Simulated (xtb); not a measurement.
H₁₀NSi₃, SMILES [SiH3][NH+]([SiH3])[SiH3], charge +1. All values are semi-empirical tight-binding results from xtb (GFN2-xTB unless named), good for trends rather than for accurate numbers. Coordinates come from a GFN2-xTB optimisation. The isomer is the one that the SMILES or the coordinates give; other isomers of the formula were not compared.

Optimised geometry:

Bonded distances (Å): Si1–N2 1.863, Si1–H5 1.456, Si1–H6 1.454, Si1–H7 1.456, N2–Si3 1.863, N2–Si4 1.862, N2–H8 1.017, Si3–H9 1.456, Si3–H10 1.454, Si3–H11 1.456, Si4–H12 1.456, Si4–H13 1.456, Si4–H14 1.454. Angles (°): N2–Si1–H5 103.4, N2–Si1–H6 102.6, N2–Si1–H7 103.3, H5–Si1–H6 115.5, H5–Si1–H7 114.1, H6–Si1–H7 115.5, Si1–N2–Si3 114.0, Si1–N2–Si4 114.0, Si1–N2–H8 104.4, Si3–N2–Si4 114.1, Si3–N2–H8 104.4, Si4–N2–H8 104.4, N2–Si3–H9 103.3, N2–Si3–H10 102.6, N2–Si3–H11 103.4, H9–Si3–H10 115.5, H9–Si3–H11 114.1, H10–Si3–H11 115.5, N2–Si4–H12 103.4, N2–Si4–H13 103.3, N2–Si4–H14 102.6, H12–Si4–H13 114.1, H12–Si4–H14 115.5, H13–Si4–H14 115.5.
Charge +1, spin multiplicity 1.

```
Property                                        Result
--------------------------------------  --------------
point group as xtb finds it                        C3v
orbital gap                                    5.23 eV
zero-point energy                        56.3 kcal/mol
G − E(el) at 298.15 K (modified RRHO)    36.2 kcal/mol
static polarisability (D4 model)            93.6 bohr³
solvation energy, GFN2-xTB/ALPB(water)  -40.1 kcal/mol
solvation energy, GFN2-xTB/ALPB(dmso)   -38.4 kcal/mol
```

Computed atomic charges and the Wiberg bond orders between heavy atoms:
charges (e) Si1 0.53, N2 -0.46, Si3 0.53, Si4 0.53, H5 -0.03, H6 -0.03, H7 -0.03, H8 0.17, H9 -0.03, H10 -0.03, H11 -0.03, H12 -0.03, H13 -0.03, H14 -0.03. Bond orders Si1–N2 0.73, N2–Si3 0.73, N2–Si4 0.73.
